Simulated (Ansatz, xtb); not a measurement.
# C5H3FO2: 4 structures ranked

4 gas-phase structures of C5H3FO2, from a drawn sample of its isomers (lower ones may exist). Each was relaxed with GFN2-xTB:

A. `O=Cc1coc(F)c1`, a singlet
B. `O=C1C=COC=C1F`, a singlet
C. `O=C1C=COC(F)=C1`, a singlet
D. `O=Cc1cocc1F`, a singlet

Problem. Which do you expect lowest at r2SCAN-D4/def2-SVP//GFN2-xTB, and how would the others follow?

Solution. Calculated order at r2SCAN-D4/def2-SVP//GFN2-xTB: C (0.000), B (0.339), A (0.362), D (0.578) eV. Less than 1 kcal/mol parts B and A, so the order within that pair means little.

Energies above the lowest of each column, in eV; the last columns are at r2SCAN-D4/def2-SVP geometries (a dash: not run or not comparable):

```csv
structure,GFN2-xTB,HF/STO-3G,r2SCAN-D4/def2-SVP//GFN2-xTB,r2SCAN-D4/def2-SVP,CCSD(T)/def2-SVP + ΔMP2/def2-TZVPP
C,0.000,0.107,0.000,0.000,0.000
B,0.213,0.467,0.339,0.344,0.339
A,0.211,0.000,0.362,0.354,0.296
D,0.220,0.160,0.578,0.577,–
```

CCSD(T)/def2-SVP + ΔMP2/def2-TZVPP puts C lowest of those it was run on; HF/STO-3G picks A. CCSD(T)/def2-SVP + ΔMP2/def2-TZVPP orders those it was run on as C (0.000), A (0.296), B (0.339) eV. Less than 1 kcal/mol parts A and B, so the order within that pair means little. Flexible structures stand in one conformer each, not always the lowest. Frequencies (GFN2-xTB) were run for A, B, C alone. ΔMP2 is the change of the MP2 energy from the smaller to the larger basis.

Over these structures GFN2-xTB departs from r2SCAN-D4/def2-SVP//GFN2-xTB by 0.100 eV on average once a common shift is removed. A GFN2-xTB relaxation took about 0.05 s and the r2SCAN-D4/def2-SVP//GFN2-xTB energy about 2.8 s on a shared host (Ansatz 0.2.0, xtb 6.7.1).
